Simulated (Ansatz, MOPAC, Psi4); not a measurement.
Molecule: C₂H₁₀OSi₂, net charge 0, singlet state. SMILES: C[SiH2]O[SiH2]C
Coordinates optimised at B3LYP-D3(BJ)/def2-TZVP (Ansatz, a quantum-chemistry and plane-wave program):
```
O
Si 1 1.6405
Si 1 1.6405 2 147.22
H 3 1.4845 1 109.29 2 60.66
H 2 1.4845 1 109.30 3 -60.48
H 3 1.4846 4 108.28 1 118.97
H 2 1.4846 5 108.28 1 -118.97
C 2 1.8623 5 110.45 7 -121.06
H 8 1.0917 2 110.90 5 -59.90
H 8 1.0917 9 108.20 2 121.85
H 8 1.0927 9 108.10 10 116.84
C 3 1.8623 4 110.45 6 121.07
H 12 1.0917 3 110.92 4 -179.53
H 12 1.0917 13 108.20 3 121.84
H 12 1.0927 13 108.10 14 116.84
```

Wanted: enthalpy of formation at 298 K, in kcal/mol. Conventions: non-relativistic; 6-31G* and kin with 6d, 5d where marked; 6-311+G** with 5d, 6d on Na to Ar in Ansatz; UHF or UKS for open shells; spin-orbit terms left out; LANL2DZ with its own core potentials from Na on; valence correlation only; no dispersion term unless named. CBS marks a two-point X^-3 extrapolation of the correlation energy; Hartree-Fock from the larger set. First-principles rows: single points at B3LYP-D3(BJ) geometries (Ansatz), with unscaled harmonic terms from B3LYP/6-31G* (Ansatz) at its own minima, enthalpies of formation by atomisation with measured atoms. Semi-empirical rows: MOPAC heats of formation at their own minima for 298 K.

Coupled cluster (Ansatz) is a level with limits of its own, used here on species with T1 under 0.025 (0.045 for open shells) and stable references: CCSD(T)/CBS(cc-pV(T+d)Z,cc-pV(Q+d)Z).

Value to compare with, CCSD(T)/CBS(cc-pV(T+d)Z,cc-pV(Q+d)Z) (Ansatz): -119.6 kcal/mol.

| level | program | enthalpy of formation at 298 K (kcal/mol) | difference |
|---|---|---|---|
| AM1 | MOPAC | -107.4 | 12.2 |
| HF/3-21G | Ansatz | 272.4 | 392.0 |
| HF/LANL2DZ | Ansatz | 278.3 | 397.9 |
| PBE/3-21G | Ansatz | -71.9 | 47.7 |
| B3LYP/3-21G | Ansatz | -53.7 | 65.9 |
| B3LYP/6-31G* | Ansatz | -89.1 | 30.5 |
| B3LYP/def2-SVP | Ansatz | -94.4 | 25.2 |
| wB97X-D/6-31G* | Psi4 | -99.7 | 19.9 |
| wB97X-D/6-311+G** | Psi4 | -94.5 | 25.1 |
| B3LYP/def2-TZVPD | Ansatz | -102.5 | 17.1 |

Among the 9 habitual levels, HF/LANL2DZ lies farthest from CCSD(T)/CBS(cc-pV(T+d)Z,cc-pV(Q+d)Z) (Ansatz) (397.9 kcal/mol) and AM1 nearest (12.2); 9 of 9 lie above it, and their mean absolute difference is 112.9 kcal/mol, the median 30.5. One case shows no general order.

The levels are drawn from those run, B3LYP/6-31G* more often than the rest, none by its result; left out are runs that failed, that the program found above a lower state of the same kind, or whose <S^2> lies over 0.5 above the pure value.
